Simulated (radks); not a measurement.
The numbers below are computed, except where a source is named.
Q: K3+, configuration [Ne] 3s2 3p4. Level of theory: non-relativistic Kohn-Sham, r2SCAN, spin-polarised, spherical densities, point nucleus; open shells are filled with parallel spins first; meta-GGA in the generalised Kohn-Sham scheme (a radial shooting solver on a logarithmic mesh with Libxc functionals). Some entries of the table are withheld. Estimate them.

orbital,occ.,eigenvalue (eV),<r^2> (bohr^2),<r> (bohr)
1s up,1,-3565.699,0.008938,0.08156
1s down,1,-3564.887,0.008934,0.08155
2s up,1,-399.0732,0.1785,0.3881
2s down,1,-398.6866,0.1783,0.3881
2p up,3,-326.6425,0.1518,0.3501
2p down,3,-325.7872,0.1518,0.3502
3s up,1,-74.9626,1.661,1.205
3s down,1,-71.0476,1.697,1.217
3p up,3,-56.7847,(1),1.288
3p down,1,-53.0390,(2),1.306
3d up,0,-29.8521,2.713,1.502
3d down,0,-26.6589,2.984,1.565

A: 
(1) 3p up <r^2> (bohr^2): 1.924
(2) 3p down <r^2> (bohr^2): 1.985
